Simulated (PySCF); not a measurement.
C2H6BeFN, SMILES C[N](C)[Be][F]. Heavy atoms are numbered as in [Be:1]([F:2])[N:3]([CH3:4])[CH3:5]. Hydrogens are named by the atom that carries them.

Coordinates come from a PBE-D3(BJ)/def2-SVP optimisation. The structure was generated by enumeration; whether it is a known compound was not checked. One conformer was computed; it need not be the lowest.

These are PBE/def2-TZVP in PySCF values and carry that method's errors.

Atomic charges (e), one atom of each kind:

```json
[
 {"atom": "Be1", "IAO": "1.61", "Löwdin": "0.09"},
 {"atom": "F2", "IAO": "-0.85", "Löwdin": "-0.10"},
 {"atom": "N3", "IAO": "-0.90", "Löwdin": "-0.02"},
 {"atom": "C4 (CH3)", "IAO": "-0.31", "Löwdin": "-0.33"},
 {"atom": "H on C4", "IAO": "0.12", "Löwdin": "0.11"}
]
```
